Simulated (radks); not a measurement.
Q: Radial electron density D(r) = 4 pi r^2 rho(r) of an atom or ion with 18 electrons. All-electron calculation, Dirac Kohn-Sham, BLYP, spin-unpolarised, spherical densities, point nucleus. Program: a radial shooting solver on a logarithmic mesh with Libxc functionals.

r (bohr)  D(r) (e/bohr)
0.002888         0.7137
0.003256         0.8899
0.003642          1.091
0.004107          1.355
0.004593          1.655
0.005179          2.043
0.005793          2.481
0.006531          3.044
0.007306          3.670
0.008237          4.464
0.009213          5.334
0.01039           6.420
0.01162           7.587
0.0131            9.010
0.01465           10.50
0.01652           12.26
0.01848           14.04
0.02083           16.05
0.0233            17.98
0.02628           20.03
0.02963           21.97
0.03314           23.56
0.03736           24.94
0.04179           25.80
0.04712           26.20
0.0527            26.03
0.05942           25.30
0.06646           24.19
0.07494           22.74
0.08382           21.38
0.0945            20.22
0.1057            19.70
0.1192            19.93
0.1333            20.95
0.1503            22.76
0.1681            24.78
0.1895            26.78
0.212             27.94
0.239             27.92
0.2674            26.47
0.3015            23.45
0.3399            19.38
0.3802            15.30
0.4286            11.44
0.4794            8.918
0.5406            7.656
0.6046            7.687
0.6817            8.490
0.7625            9.312
0.8597            9.653
0.9616            9.177
1.084             7.857
1.213             6.158
1.367             4.247
1.529             2.697
1.724             1.467
1.929            0.7363
2.175            0.3058
2.432            0.1166
2.743           0.03483
3.068          0.009306
3.459          0.001799

What is the nuclear charge?

A: Z = 22. The innermost maximum, from 1s, lies near gamma/Z bohr with gamma = sqrt(1 - (Z/c)^2) = 0.987, here 0.0449 bohr (found: 0.0483), and its height grows with Z. The density is that of the titanium ion Ti4+ in [Ar]; the configuration itself is not fixed sharply by these data, and Z only to about a unit. D(r) has 3 maxima, at r = 0.0483, 0.224, 0.853 bohr, and minima at 0.109, 0.567 bohr, inside which lie 2.15, 10.36 electrons.
